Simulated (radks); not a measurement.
The numbers below are computed, except where a source is named.
Neutral ytterbium inside a hard spherical wall (all orbitals vanish at R), configuration held at [Xe] 4f14 6s2 and not refilled when levels cross. Code: a radial shooting solver on a logarithmic mesh with Libxc functionals. Model: scalar-relativistic Kohn-Sham, PBEsol, spin-polarised, spherical densities, finite nucleus; Fermi nuclear charge, rms radius 5.3108 fm. Eigenvalues in eV for spin up, with the zero of energy where the potential of the charges vanishes at infinity; a dash marks a level that is unbound or too diffuse for the functional's potential to be trusted. A positive occupied level is held by the wall or, in an anion where self-interaction has pushed it up, behind a barrier. The pressure on the wall is -dE/dV.

| R (bohr) | E (hartree) | kinetic (hartree) | e(5s) | e(5p) | e(6s) | e(4f) | e(6p, empty) | e(5d, empty) | pressure (GPa) |
|---|---|---|---|---|---|---|---|---|---|
| free | -14053.7750 | 15310.098 | -54.958 | -27.467 | -3.937 | -3.068 | - | - | 0 |
| 20 | -14053.7750 | 15310.098 | -54.958 | -27.467 | -3.937 | -3.068 | -1.085 | -0.681 | < 0.0001 |
| 12 | -14053.7748 | 15310.101 | -54.934 | -27.443 | -3.919 | -3.045 | -0.991 | -0.638 | 0.00400 |
| 10 | -14053.7732 | 15310.115 | -54.831 | -27.341 | -3.838 | -2.945 | -0.764 | -0.516 | 0.0424 |
| 8 | -14053.7620 | 15310.190 | -54.397 | -26.913 | -3.451 | -2.521 | 0.046 | -0.051 | 0.458 |
| 6 | -14053.6857 | 15310.554 | -52.904 | -25.461 | -1.665 | -1.048 | 3.163 | 1.594 | 5.66 |
| 5 | -14053.5324 | 15311.161 | -51.205 | -23.845 | 1.178 | 0.682 | 7.687 | 3.661 | 23.5 |
| 3 | -14050.9356 | 15320.956 | -38.914 | -11.763 | 35.311 | 14.796 | 53.484 | 21.401 | 1150 |
| 1.5 | -13992.8367 | 15505.296 | 85.723 | 134.03 | 442.31 | 129.94 | 500.41 | 208.33 | 174000 |
